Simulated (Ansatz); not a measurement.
A run of Ansatz (development build ahead of 0.2.0) on doublet Al at this shape:

A single Al atom.

Its results:

```json
{
  "Converged": "yes",
  "Total energy": "-241.86933 hartree",
  "Spin squared of the determinant": "0.757"
}
```

Which input gives this output? Name the method, the orbitals and the basis set, and write the input.

UHF in pcseg-2.

```yaml
crystal:
  periodic: [false, false, false]
  atoms:
    - { symbol: Al, position_ang: [0.0, 0.0, 0.0] }
basis:
  gaussian: { orbitals: pcseg-2 }
magnetization:
  spin_polarized: true
  initial_magnetization: 1
hamiltonian:
  xc: hf
```
